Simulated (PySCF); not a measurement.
Species: C₅H₆F₄O.
Geometry (PBE0-D3(BJ)/def2-SVP, Å), atoms numbered from 1 in this order:
```
atom  x, y, z in Å
C1     2.4116   -0.9819    0.3735
C2     1.2522   -0.6303    0.9187
C3     0.1356   -0.0095    0.1297
F4     0.5662    0.3427   -1.1266
O5    -0.2946    1.0831    0.8243
C6    -1.2900    1.9112    0.2508
C7    -0.9933   -1.0426   -0.1259
F8    -1.5795   -1.3650    1.0253
F9    -1.9276   -0.5612   -0.9458
F10   -0.5052   -2.1491   -0.6748
H11    2.5998   -0.8329   -0.6925
H12    3.2082   -1.4218    0.9777
H13    1.0354   -0.7668    1.9814
H14   -1.1268    2.0441   -0.8285
H15   -2.3008    1.5086    0.4211
H16   -1.2032    2.8845    0.7499
```

Method: PySCF 2.14.0, density-fitted response routines, TDDFT wB97X-D/def2-SVPD, vertical, gas phase, core orbitals frozen in the response.

Frontier orbitals with the atoms that hold most of them (Löwdin shares over 4%, at most four atoms; ? is withheld):

```tsv
orbital	ε (eV)	atoms
LUMO+2	2.78	C1 24%, H12 13%, C6 13%, H11 7%
LUMO+1	2.32	C6 18%, C1 11%, C2 7%, C7 7%
LUMO	1.28	C1 36%, C2 32%, H12 6%, H11 6%
HOMO	?	?
HOMO-1	-10.70	?
HOMO-2	-11.73	O5 40%, C6 14%, F4 11%, H14 8%
HOMO-3	-12.56	C2 16%, C1 14%, C3 10%, F4 10%
```

(1) Which atoms hold the HOMO-1, and with what shares?

(2) Which atoms hold the HOMO, and with what shares?

(3) What is the HOMO energy, and the HOMO–LUMO gap?

## Answers

(1) O5 (bonded to 2 C) 51%; C6 (bonded to O and 3 H) 13%; H15 (bonded to C) 8%; C3 (bonded to 2 C, F and O) 6%. By element: oxygen 51%, carbon 19% or more, hydrogen 8% or more.

(2) C2 (bonded to 2 C and H) 40%; C1 (bonded to C and 2 H) 39%; C3 (bonded to 2 C, F and O) 5%.

(3) ε(HOMO) = -10.29 eV; the gap is 11.57 eV (0.4254 hartree).

**Question.** How does S1 compare with the orbital gap of 11.57 eV?

**Answer.** S1 is at 7.57 eV (f = 0.036), 4.01 eV below the gap, made of HOMO-1→LUMO (76%), HOMO→LUMO (10%). Its leading pair isn't HOMO and LUMO; the energies of that pair differ by 11.98 eV. 

**Question.** Give energy, strength and leading configuration of S1, S2 and S6, and follow the Löwdin shares of the leading atoms from the occupied to the empty orbital.

**Answer.** 
- S1 (7.57 eV, f 0.036), HOMO-1→LUMO (76%): O5 51% → at most 6%, C6 13% → at most 6%, C1 at most 7% → 36%, C2 at most 7% → 32%
- S2 (7.66 eV, f 0.407), HOMO→LUMO (86%): C2 40% → 32%, C1 39% → 36%
- S6 (8.88 eV, f 0.010), HOMO-1→LUMO+1 (77%): O5 51% → at most 7%, C6 13% → 18%, C1 at most 7% → 11%

One conformer stands for the species.
